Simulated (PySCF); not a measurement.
Orbital gap (eV) of eight silicon and germanium compounds: PBE beside CAM-B3LYP, computed with PySCF for isolated molecules in the bases named; differences from unrounded values. The eight are the first of their class met in an unordered collection, after screening for sound electronic states; none was chosen by its value. Each molecule has one DFT geometry for both levels.

| molecule | basis | CAM-B3LYP | PBE | difference |
|---|---|---|---|---|
| Si(F)2(OH)(SeH) (F₂H₂OSeSi), SMILES O[Si](F)(F)[SeH] | def2-TZVP | 9.80 | 5.38 | -4.42 |
| C₃H₆ClFSi, SMILES C/C(Cl)=C/[SiH2]F | def2-TZVP | 9.23 | 4.71 | -4.52 |
| Ge(H)(Br)2(Me) (CH₄Br₂Ge), SMILES [CH3][GeH]([Br])[Br] | def2-TZVP | 9.45 | 4.98 | -4.47 |
| C2H11FSi3, SMILES F[SiH2][SiH2]CC[SiH3] | def2-TZVP | 9.82 | 5.42 | -4.40 |
| C₄H₁₀Si₂, SMILES C[Si@H]1C=CC[SiH2]1 | def2-TZVP | 9.47 | 4.99 | -4.48 |
| C₃H₇NOSi, SMILES C#CCN[SiH2]O | def2-TZVP | 10.17 | 5.36 | -4.81 |
| H7NO2Si2, SMILES N[Si@H](O)O[SiH3] | def2-TZVP | 10.59 | 5.89 | -4.71 |
| Ge(H)2(Me)(NH2) (CH7GeN), SMILES [NH2][GeH2][CH3] | def2-TZVPD | 9.30 | 5.18 | -4.11 |

PBE lies below CAM-B3LYP in 8 and above it in 0 of the eight; the mean signed difference is -4.49 and the largest -4.81 eV.
